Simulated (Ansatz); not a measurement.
`CC(C)(C)[CH2][Ge]([F])([F])[F]`, charge 0, multiplicity 1.

(1) Give a relaxed structure at PBE0-D4/def2-TZVP (the Gaussian-basis code of Ansatz). (Best estimate.)

Answers

(1) Ansatz gave: 
Cartesian coordinates in Å:
```
C 0.246 -1.595 -0.173
C -0.428 -0.290 0.243
C -1.244 -0.527 1.513
C -1.357 0.193 -0.868
C 0.623 0.780 0.570
Ge 1.828 1.317 -0.834
F 1.089 2.016 -2.217
F 2.829 0.073 -1.468
F 2.924 2.514 -0.272
H 0.926 -1.954 0.604
H 0.823 -1.483 -1.094
H -0.506 -2.369 -0.344
H -1.744 0.389 1.839
H -2.012 -1.285 1.337
H -0.609 -0.877 2.332
H -2.140 -0.547 -1.052
H -1.842 1.134 -0.597
H -0.823 0.352 -1.808
H 0.145 1.708 0.901
H 1.272 0.451 1.388
```
Point group Cs.
This is one stationary point; other conformers may exist.
